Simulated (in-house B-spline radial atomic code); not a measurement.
Atomic self-consistent-field run: the arsenic ion As⁵⁺ (an excited or competing configuration). Level of theory: non-relativistic wB97X, spin-polarised, spherical fractional occupations, exact exchange averaged over the configuration, point nucleus; calculated with an all-electron radial atomic-structure program (B-spline basis).

Command:
```bash
python run_scf.py task.json out
```
Settings:
```
Z                33
configuration    [Ne] 3s2 3p5 3d10 4d1
hamiltonian      nr
method           wb97x
spin_polarised   True
exact_exchange   averaged over the configuration
```

Output (hartree, bohr):
```
 radial grid: 48 intervals, B-splines of order 8, outer radius 18.2456 bohr

 iter        energy (Eh)    residual
    1       -2205.614024    8.04e-01
    2       -2214.089967    7.97e-01
    3       -2222.980312    1.77e-01
    4       -2223.522685    4.52e-02
    5       -2223.544147    1.88e-02
    6       -2223.548828    5.50e-03
    7       -2223.549258    3.93e-04
    8       -2223.549260    4.92e-05
    9       -2223.549260    5.91e-06
   10       -2223.549260    3.94e-07
   11       -2223.549260    2.33e-07

 total energy                     -2223.54926
 kinetic                            2222.4065
 electron-nucleus                  -5234.8103
 Hartree                             868.7710
 exact exchange                      -15.9092
 exchange-correlation                -64.0073

 orbital      occ     eigenvalue          <r>       <r^2>       <1/r>       r_max
 1s up      1.000      -429.0241    0.0463682  0.00287976      32.508     0.03061
 1s down    1.000      -428.9944    0.0463655  0.00287942     32.5095     0.03061
 2s up      1.000       -57.0424     0.206455   0.0501949     7.17213      0.1735
 2s down    1.000       -57.0162     0.206397   0.0501586     7.17286      0.1735
 2p up      3.000       -51.3560     0.178653   0.0390256      7.1413      0.1377
 2p down    3.000       -51.3158     0.178687   0.0390385     7.13959      0.1378
 3s up      1.000       -10.1961     0.601586    0.415634     2.35533      0.5289
 3s down    1.000       -10.0894     0.602876    0.417478     2.34889      0.5292
 3p up      3.000        -8.2494      0.61044    0.435442     2.24361      0.5223
 3p down    2.000        -8.1726     0.611906    0.437606     2.23866      0.5228
 3d up      5.000        -4.8102     0.632727    0.491549     1.99378      0.4695
 3d down    5.000        -4.7350     0.634399    0.493759      1.9894      0.4699
 4d up      1.000        -1.6786      2.17945     5.38917    0.597131       1.979
```

Cost of the run: 0.56 s on 1 thread of Intel(R) Xeon(R) Platinum 8259CL CPU @ 2.50GHz, with other jobs on the host.
